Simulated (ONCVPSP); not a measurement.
## PBEsol ONCV dataset for He (Z = 2), non-relativistic all-electron reference.

Input for ONCVPSP 4.0.1:

```
# ATOM AND REFERENCE CONFIGURATION
# atsym  z   nc   nv     iexc    psfile
  He 2.00    0    1  -116133      upf
#
#   n    l    f
    1    0    1.00
#
# PSEUDOPOTENTIAL AND OPTIMIZATION
# lmax
    1
#
#   l,   rc,      ep,       ncon, nbas, qcut
    0    0.55    0.00    3    6   12.60
    1    0.55    0.34    5    9   13.80
#
# LOCAL POTENTIAL
# lloc, lpopt,  rc(5),   dvloc0
    4    1    0.40    1.00
#
# VANDERBILT-KLEINMAN-BYLANDER PROJECTORs
# l, nproj, debl
    0    2    2.00
    1    2    1.00
#
# MODEL CORE CHARGE
# icmod, fcfact, rcfact
    0    0.00    0.00
#
# LOG DERIVATIVE ANALYSIS
# epsh1, epsh2, depsh
   -3.00    5.00    0.02
#
# OUTPUT GRID
# rlmax, drl
    6.00    0.01
#
# TEST CONFIGURATIONS
# ncnf
    2
# nvcnf
#   n    l    f
    1
    1    0    2.00
#
    1
    1    0    1.50
#
```

Command:

```bash
oncvpspnr.x < He.dat > He.out
```

Output (shortened: citation, most of the input echo, consistency checks and plot data are left out):

```
ONCVPSP  (Optimized Norm-Conservinng Vanderbilt PSeudopotential)
scalar-relativistic version 4.0.1

#   n    l    f        energy (Ha)
    1    0    1.00    -1.4200798E+00

Reference configufation results
  iterations    24
  all-electron total energy (Ha)   -1.88045931D+00

Begin loop to  construct optimized pseudo wave functions
and semi-local pseudopoentials for all angular momenta

   Wellstate for l =  0  n =  2
     eigenvalue =   0.5799
     asymptotic potential =   1.0799
     half-point radius =  1.8309

Calculating optimized projector #   1

 for l=   0

    Fraction of norm inside rc  0.356847
    Optimizing pswf for qcut=  12.61 a_B^-1,  ecut=  79.53 Ha
    Residual kinetic energy error=  4.90D-04 Ha

    Energy error per electron        Cutoff
         Ha          eV             Ha
         0.01000     0.27211       46.66
         0.00100     0.02721       71.26
         0.00010     0.00272      241.93
         0.00001     0.00027      432.13

Calculating optimized projector #   2

 for l=   0

    Fraction of norm inside rc  0.070702
    Optimizing pswf for qcut=  12.61 a_B^-1,  ecut=  79.53 Ha
    Residual kinetic energy error=  1.50D-04 Ha

    Energy error per electron        Cutoff
         Ha          eV             Ha
         0.01000     0.27211       33.35
         0.00100     0.02721       59.96
         0.00010     0.00272       83.82
         0.00001     0.00027      257.67

   Wellstate for l =  1  n =  2
     eigenvalue =   0.3400
     asymptotic potential =   0.8400
     half-point radius =  1.7903

   Wellstate for l =  1  n =  3
     eigenvalue =   1.3400
     asymptotic potential =   1.8400
     half-point radius =  2.7435

Calculating optimized projector #   1

 for l=   1

    Fraction of norm inside rc  0.011771
    Optimizing pswf for qcut=  13.83 a_B^-1,  ecut=  95.59 Ha
    Residual kinetic energy error=  4.01D-06 Ha

    Energy error per electron        Cutoff
         Ha          eV             Ha
         0.01000     0.27211        7.52
         0.00100     0.02721       20.04
         0.00010     0.00272       46.07
         0.00001     0.00027       80.12

Calculating optimized projector #   2

 for l=   1

    Fraction of norm inside rc  0.011867
    Optimizing pswf for qcut=  13.83 a_B^-1,  ecut=  95.59 Ha
    Residual kinetic energy error=  4.18D-06 Ha

    Energy error per electron        Cutoff
         Ha          eV             Ha
         0.01000     0.27211        8.38
         0.00100     0.02721       21.31
         0.00010     0.00272       48.18
         0.00001     0.00027       82.28

Construct Vanderbilt / Kleinmman-Bylander projectors

B matrix Hermiticity error, ll=   0
   1   2    8.3819E-09

  Orthonormal projector coefficients -1.1797E+01 -3.2986E+00

B matrix Hermiticity error, ll=   1
   1   2    1.6841E-10

  Orthonormal projector coefficients -3.8932E+02 -1.2344E+00

Pseudoatom total energy   -1.879451

Diagnostic tests using Vanderbilt-Kleinman-Bylander pseudopotentials
  1 or more projectors used as specified by nproj input data

   l    rcore       rmatch      e in        delta e   norm test  slope test

   0   0.5513508   0.5680910  -1.4200798  -0.0000634   0.9999853   0.9995693
   0   0.5513508   0.5680910   0.5799202  -0.0001581   0.9999956   0.9999956

   1   0.5513508   0.5680910   0.3400000   0.0000000   1.0000000   1.0000000
   1   0.5513508   0.5680910   1.3400000  -0.0000000   1.0000000   1.0000000

 Testing for bound ghosts
   n   l    E NL Schr. Eq   E Basis Diag.   E Cutoff

   1   0       -1.420143       -1.197580    411.22

   2   1       -0.181910        1.930498   1288.70

 Testing for highly-localized positive-energy ghosts
       l    <radius>/rc     E Basis Diag.   E Cutoff

       1        0.783957      312.965245   1288.70  WARNING - GHOST(+)

       1        0.504954      535.203621   1288.70  WARNING - GHOST(+)

Test configuration 0

   n   l     f        eae           eps        diff
   1   0  1.0000   -1.42007979   -1.42014314   -6.34D-05

    Total energies and differences
      AE_ref= -1.88045931D+00  AE_tst= -1.88045931D+00  dif=  0.00D+00
      PS_ref= -1.87945075D+00  PS_tst= -1.87945075D+00  dif= -1.11D-15
      PSP excitation error=  1.11D-15

Test configuration 1

   n   l     f        eae           eps        diff
   1   0  2.0000   -0.56956341   -0.57001862   -4.55D-04

    Total energies and differences
      AE_ref= -1.88045931D+00  AE_tst= -2.85772075D+00  dif= -9.77D-01
      PS_ref= -1.87945075D+00  PS_tst= -2.85709873D+00  dif= -9.78D-01
      PSP excitation error=  3.87D-04

Test configuration 2

   n   l     f        eae           eps        diff
   1   0  1.5000   -0.96840184   -0.96885201   -4.50D-04

    Total energies and differences
      AE_ref= -1.88045931D+00  AE_tst= -2.47573420D+00  dif= -5.95D-01
      PS_ref= -1.87945075D+00  PS_tst= -2.47487433D+00  dif= -5.95D-01
      PSP excitation error=  1.49D-04
```

oncvpspnr.x prints “scalar-relativistic version” in its banner although the run is non-relativistic.

The run took about 2.6 s on one core of a shared server CPU.
